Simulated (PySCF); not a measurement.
C₈H₈.
SMILES: `CC#CC1=CCC=C1`

A PySCF run (density fitting, gas phase, GFN2-xTB geometry) gave HOMO -5.84 eV, LUMO -0.78 eV, dipole 0.22 D.

Question: Which of these levels was it?
A. wB97X-D/6-31G*
B. X3LYP/6-311G**
C. PBE0/pcSseg-1
D. PBE0/MINI

Answer: B. It is X3LYP/6-311G**. All candidates on this geometry:

```tsv
level and settings	kind	basis functions	SCF cycles	E (Eh)	HOMO (eV)	LUMO (eV)	dipole (D)
X3LYP/6-311G**	global hybrid	192	14	-309.4978	-5.84	-0.78	0.22
PBE0/pcSseg-1, fitting basis def2-universal-jkfit, start guess vsap	global hybrid	176	13	-309.1568	-6.13	-0.81	0.26
PBE0/MINI, energy threshold 1e-07 Eh	global hybrid	48	8	-306.6788	-8.55	-2.87	0.44
wB97X-D/6-31G*	range-separated hybrid	128	13	-309.4508	-7.57	1.30	0.22
```

The nearest other candidate, by the summed differences of HOMO and LUMO, is PBE0/pcSseg-1: its HOMO differs by -0.29 eV and its LUMO by -0.03 eV. wB97X-D ran without the empirical dispersion term, which would shift the total energy alone. Cycle counts include a coarse-grid stage where the run had one. All basis functions are spherical, in the Pople sets too.
